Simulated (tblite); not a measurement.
Compound: C₃H₉OSi (doublet state).
Structure used (GFN2-xTB), in Å, numbered top down from 1:
```xyz
14
C3H9OSi angstrom
C     -2.180   -0.188    0.398
C     -1.623    0.615   -0.682
Si     0.151    1.202   -0.209
O      0.952   -0.198   -0.061
C      2.284   -0.395    0.302
H     -1.968   -1.237    0.458
H     -2.639    0.286    1.244
H     -1.561    0.046   -1.608
H     -2.212    1.513   -0.861
H      0.747    2.051   -1.248
H      0.132    1.950    1.052
H      2.496    0.057    1.274
H      2.464   -1.469    0.357
H      2.956    0.046   -0.438
```

Method: GFN2-xTB as coded in tblite; computed harmonic values from a numerical Hessian at the method's own geometry, unscaled. Against measured fundamentals such values can be off by several per cent, at times by over 20. Modes of hydrogen on silicon can be 10 to 20 % off. One conformer, not necessarily the lowest. Open shells enter through the occupations alone, without spin polarisation, and single modes of such species can be off by tens of per cent.

Harmonic wavenumbers (cm⁻¹): 65.5, 82.0, 107.7, 133.7, 199.6, 263.0, 298.0, 477.0, 504.8, 600.1, 647.6, 725.7, 751.4, 795.3, 823.8, 939.9, 1131.8, 1133.5, 1146.7, 1160.3, 1178.7, 1216.5, 1403.8, 1417.7, 1462.9, 1481.1, 1488.5, 2193.6, 2243.1, 2949.4, 2963.1, 2978.9, 2983.1, 2992.5, 3130.9, 3171.4.

A = 7802, B = 2264, C = 1934 MHz; mass 89.042 u (most abundant isotopes); point group C1, symmetry number 1; spin multiplicity 2.

**Question.** What is the zero-point energy?

**Answer.** ½Σν̃ = 23621 cm⁻¹ = 67.54 kcal/mol.

**Question.** Entropy at 298.15 K, 1 bar (ideal gas, RRHO, classical rotation)?

**Answer.** Translation 39.40, rotation 26.64, vibration 23.14, spin (R ln 2) 1.38: S = 90.6 cal/(mol K).

**Question.** And Cp and H(298.15 K) − H(0)?

**Answer.** Cp = 30.59 cal/(mol K), of which vibrations give 22.65 (their classical limit is 36 R = 71.5); H(298.15 K) − H(0) = 5.96 kcal/mol without the zero-point energy, 3.59 from vibrations.

**Question.** Which modes carry the vibrational entropy at 298.15 K?

**Answer.** 65.5 cm⁻¹: 4.28; 82.0 cm⁻¹: 3.84; 107.7 cm⁻¹: 3.31; 133.7 cm⁻¹: 2.89; 199.6 cm⁻¹: 2.14; 263.0 cm⁻¹: 1.64 cal/(mol K); the other 30 give 5.03 together.

**Question.** Blend soft modes into free rotors: weight 1/[1 + (100 cm⁻¹/ν̃)⁴] for the oscillator and the rest for a rotor with moment μB/(μ + B), μ = h/(8π²ν), B = 10⁻⁴⁴ kg m². What vibrational entropy results?

**Answer.** 21.45 cal/(mol K) in place of 23.14, which changes −T·S at 298.15 K by +0.50 kcal/mol.

**Question.** How do the functions run with temperature in this model?

**Answer.** 
| T (K) | S (cal/(mol K)) | Cp (cal/(mol K)) | H − H(0) (kcal/mol) | G − H(0) (kcal/mol) | ln q(vib) |
| --- | --- | --- | --- | --- | --- |
| 150 | 73.4 | 20.5 | 2.18 | -8.84 | 2.46 |
| 250 | 85.5 | 27.3 | 4.56 | -16.80 | 4.60 |
| 400 | 100.5 | 37.2 | 9.42 | -30.78 | 7.62 |
| 600 | 117.6 | 47.3 | 17.93 | -52.63 | 11.42 |
| 900 | 138.9 | 57.5 | 33.77 | -91.22 | 16.66 |

q(vib) and H(0) count from the zero-point level.

Hindered rotation and anharmonicity are outside this model. Other conformers, if any are populated, would add a mixing term that is left out. The structure is chiral; the term R ln 2 for an equal mix with its mirror image is left out.
